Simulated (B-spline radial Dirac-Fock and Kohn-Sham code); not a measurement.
**Ge³⁺ 2s: cross section and angular parameters**

System: germanium as Ge³⁺, configuration [Ar] 3d10 4s1; threshold 1437.9 eV (orbital energy of the model). The computed values come from a radial B-spline solver: Dirac-Hartree-Slater photoionisation with a Latter tail; cross sections with all multipoles, angular parameters from the dipole term and its interference with E2.

For linearly polarised light dσ/dΩ = σ/(4π) [1 + β P₂(cos θ) + (δ + γ cos²θ) sin θ cos φ], with θ from the polarisation vector and φ the angle between the beam and the projection of the electron momentum on the plane normal to the polarisation.

| hν (eV) | σ (kb) | β | γ |
| --- | --- | --- | --- |
| 1570 | 79.1 | 1.998 | 0.611 |
| 2080 | 50.7 | 1.999 | 0.027 |
| 2190 | 46.4 | 1.999 | -0.014 |
| 2860 | 28.8 | 1.999 | -0.061 |
| 3690 | ? | ? | ? |
| 3790 | 16.8 | 1.999 | 0.072 |
| 3920 | 15.7 | 1.999 | 0.097 |
| 4030 | 14.8 | 1.999 | 0.118 |
| 4150 | 13.9 | 1.999 | 0.141 |
| 4790 | 10.4 | 1.999 | 0.269 |
| 5270 | 8.47 | 1.999 | 0.365 |
| 5414.7 | 7.99 | 1.999 | 0.394 |
| 6000 | 6.40 | 1.999 | 0.508 |
| 6080 | 6.22 | 1.999 | 0.523 |
| 8047.8 | 3.31 | 1.999 | 0.886 |
| 12000 | 1.28 | 1.998 | 1.487 |
| 13900 | 0.890 | 1.998 | 1.735 |

Q: Give the values at 3690 eV.

A: σ = 17.7 kb, β = 1.999, γ = 0.054. For an s subshell δ is negligible.
